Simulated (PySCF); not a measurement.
A series of related molecules.

All values: PBE0/pcSseg-1 (PySCF) at GFN2-xTB geometries, gas phase, one conformer each.

**Question.** Rank by HOMO energy, lowest first.
A. `N#CCC1=C[SiH2]CCO1`
B. `N#CC[C@H]1CC[SiH2]CCO1`
C. `N#C/C=C1\C[SiH2]CCO1`
D. `[C@H]1(CC#N)OCC[SiH2]C1`
E. `N#C[C@@H]1[C@@H]2C[SiH2][C@H]1CO2`
F. `N#CC[C@@H]1C[SiH2][SiH2]CO1`

**Answer.** B (-8.02 eV), D (-7.82 eV), E (-7.62 eV), F (-7.36 eV), A (-7.14 eV), C (-6.76 eV).

**Question.** Rank by the highest Hirshfeld charge on any atom, highest value first.
A. `[SiH2]1[SiH2]C[C@@H](CC#N)OC1`
B. `N#C/C=C1\C[SiH2]CCO1`
C. `C(#N)CC1=C[SiH2]CCO1`
D. `[SiH2]1C[C@@H](CC#N)OCC1`
E. `N#CC[C@@H]1C[SiH2][SiH2]CCO1`
F. `N#CC[C@H]1CC[SiH2]CCO1`

**Answer.** B (+0.362 e), D (+0.345 e), C (+0.334 e), F (+0.323 e), A (+0.248 e), E (+0.237 e).

**Question.** Rank by the lowest Hirshfeld charge on any atom, lowest value first.
A. `N#CC[C@H]1C[SiH2]CC(=O)O1`
B. `N#CC[C@@H]1C[SiH2][SiH2]CO1`
C. `C1(=C/C#N)/C[SiH2]CCO1`
D. `C1[SiH2][C@@H]2[C@@H]([C@H]1OC2)C#N`

**Answer.** A (-0.270 e), C (-0.249 e), B (-0.230 e), D (-0.218 e).

All values together:

```
                           SMILES                          change     formula  μ (D)  HOMO (eV)  LUMO (eV)  lowest IAO charge (e)  highest IAO charge (e)  lowest Hirshfeld charge (e)  highest Hirshfeld charge (e)
           N#CC[C@@H]1C[SiH2]CCO1                          parent   C6H11NOSi   3.92      -7.82       0.67             -0.563 (C)             +0.754 (Si)                   -0.231 (N)                   +0.345 (Si)
      N#CC[C@@H]1C[SiH2][SiH2]CO1                C replaced by Si  C5H11NOSi2   3.50      -7.36      -0.25             -0.543 (C)             +0.446 (Si)                   -0.230 (N)                   +0.248 (Si)
           N#CC[C@H]1CC[SiH2]CCO1    CH2 inserted into a C-C bond   C7H13NOSi   4.59      -8.02       0.53             -0.565 (C)             +0.758 (Si)                   -0.231 (N)                   +0.323 (Si)
           N#CC[C@H]1C[SiH2]C=CO1            C-C bond made double    C6H9NOSi   3.32      -7.18      -0.09             -0.565 (C)             +0.765 (Si)                   -0.226 (N)                   +0.336 (Si)
           N#CC[C@@H]1C[SiH2]CCS1                 O replaced by S   C6H11NSSi   3.68      -6.82       0.23             -0.545 (C)             +0.756 (Si)                   -0.228 (N)                   +0.346 (Si)
           N#CC[C@H]1C[SiH2]CCCO1    CH2 inserted into a C-O bond   C7H13NOSi   4.16      -7.90       0.65             -0.567 (C)             +0.750 (Si)                   -0.230 (N)                   +0.332 (Si)
     N#CC[C@@H]1C[SiH2][SiH2]CCO1  SiH2 inserted into a C-Si bond  C6H13NOSi2   3.80      -7.99       0.02             -0.536 (C)             +0.465 (Si)                   -0.230 (N)                   +0.237 (Si)
             N#C/C=C1\C[SiH2]CCO1            C-C bond made double    C6H9NOSi   6.36      -6.76      -0.76             -0.570 (C)             +0.768 (Si)                   -0.249 (N)                   +0.362 (Si)
        N#CC[C@H]1C[SiH2]CC(=O)O1             CH2 replaced by C=O   C6H9NO2Si   2.08      -8.01      -0.19             -0.612 (C)             +0.773 (Si)                   -0.270 (O)                   +0.366 (Si)
N#C[C@@H]1[C@@H]2C[SiH2][C@H]1CO2   ring closed by a new C-C bond    C6H9NOSi   2.78      -7.62       0.23             -0.562 (C)             +0.724 (Si)                   -0.218 (N)                   +0.339 (Si)
          N#CC[C@@H]1OCC[SiH2]CO1      O inserted into a C-C bond  C6H11NO2Si   3.15      -7.84       0.79             -0.565 (C)             +0.737 (Si)                   -0.229 (N)                   +0.321 (Si)
               N#CCC1=C[SiH2]CCO1            C-C bond made double    C6H9NOSi   4.06      -7.14      -0.36             -0.562 (C)             +0.766 (Si)                   -0.231 (N)                   +0.334 (Si)
```

Conformers: `[N:1]#[C:2][CH2:3][C@@H:4]1[CH2:5][SiH2:6][CH2:7][CH2:8][O:9]1` with C2–C3–C4–C5 -65°, C3–C4–C5–Si6 -176°, C4–C5–Si6–C7 40°, C5–Si6–C7–C8 -39°, Si6–C7–C8–O9 55°; `[N:1]#[C:2][CH2:3][C@@H:4]1[CH2:5][SiH2:6][SiH2:7][CH2:8][O:9]1` with C2–C3–C4–C5 -65°, C3–C4–C5–Si6 176°, C4–C5–Si6–Si7 40°, C5–Si6–Si7–C8 -30°, Si6–Si7–C8–O9 45°; `[N:1]#[C:2][CH2:3][C@H:4]1[CH2:5][CH2:6][SiH2:7][CH2:8][CH2:9][O:10]1` with C2–C3–C4–C5 179°, C3–C4–C5–C6 -179°, C4–C5–C6–Si7 -56°, C5–C6–Si7–C8 -26°, C6–Si7–C8–C9 69°; `[N:1]#[C:2][CH2:3][C@H:4]1[CH2:5][SiH2:6][CH:7]=[CH:8][O:9]1` with C2–C3–C4–C5 67°, C3–C4–C5–Si6 -176°, C4–C5–Si6–C7 -38°, C5–Si6–C7–C8 6°, C7–C8–O9–C4 14°; `[N:1]#[C:2][CH2:3][C@@H:4]1[CH2:5][SiH2:6][CH2:7][CH2:8][S:9]1` with C2–C3–C4–C5 -66°, C3–C4–C5–Si6 177°, C4–C5–Si6–C7 47°, C5–Si6–C7–C8 -46°, Si6–C7–C8–S9 63°; `[N:1]#[C:2][CH2:3][C@H:4]1[CH2:5][SiH2:6][CH2:7][CH2:8][CH2:9][O:10]1` with C2–C3–C4–C5 63°, C3–C4–C5–Si6 159°, C4–C5–Si6–C7 -79°, C5–Si6–C7–C8 64°, Si6–C7–C8–C9 -49°; `[N:1]#[C:2][CH2:3][C@@H:4]1[CH2:5][SiH2:6][SiH2:7][CH2:8][CH2:9][O:10]1` with C2–C3–C4–C5 -63°, C3–C4–C5–Si6 -158°, C4–C5–Si6–Si7 -33°, C5–Si6–Si7–C8 72°, Si6–Si7–C8–C9 -51°; `[N:1]#[C:2]/[CH:3]=[C:4]1\[CH2:5][SiH2:6][CH2:7][CH2:8][O:9]1` with C3–C4–C5–Si6 -122°, C4–C5–Si6–C7 -42°, C5–Si6–C7–C8 -8°, Si6–C7–C8–O9 59°; `[N:1]#[C:2][CH2:3][C@H:4]1[CH2:5][SiH2:6][CH2:7][C:8](=[O:9])[O:10]1` with C2–C3–C4–C5 64°, C3–C4–C5–Si6 176°, C4–C5–Si6–C7 -8°, C5–Si6–C7–C8 -44°, Si6–C7–C8–O9 -123°; `[N:1]#[C:2][CH2:3][C@@H:4]1[O:5][CH2:6][CH2:7][SiH2:8][CH2:9][O:10]1` with C2–C3–C4–O5 -70°, C3–C4–O5–C6 119°, C4–O5–C6–C7 76°, O5–C6–C7–Si8 19°, C6–C7–Si8–C9 -73°; `[N:1]#[C:2][CH2:3][C:4]1=[CH:5][SiH2:6][CH2:7][CH2:8][O:9]1` with C2–C3–C4–C5 -85°, C4–C5–Si6–C7 4°, C5–Si6–C7–C8 -35°, Si6–C7–C8–O9 64°, C7–C8–O9–C4 -57°.

**Question.** Give the shifts from the parent, `N#CC[C@@H]1C[SiH2]CCO1`.

**Answer.** 
```tsv
SMILES	change in μ (D)	change in HOMO (eV)	change in LUMO (eV)
N#CC[C@@H]1C[SiH2][SiH2]CO1	-0.42	+0.46	-0.92
N#CC[C@H]1CC[SiH2]CCO1	+0.67	-0.20	-0.14
N#CC[C@H]1C[SiH2]C=CO1	-0.60	+0.64	-0.76
N#CC[C@@H]1C[SiH2]CCS1	-0.24	+1.00	-0.44
N#CC[C@H]1C[SiH2]CCCO1	+0.24	-0.08	-0.02
N#CC[C@@H]1C[SiH2][SiH2]CCO1	-0.12	-0.17	-0.65
N#C/C=C1\C[SiH2]CCO1	+2.44	+1.06	-1.43
N#CC[C@H]1C[SiH2]CC(=O)O1	-1.84	-0.19	-0.86
N#C[C@@H]1[C@@H]2C[SiH2][C@H]1CO2	-1.14	+0.20	-0.44
N#CC[C@@H]1OCC[SiH2]CO1	-0.77	-0.02	+0.12
N#CCC1=C[SiH2]CCO1	+0.14	+0.68	-1.03
```
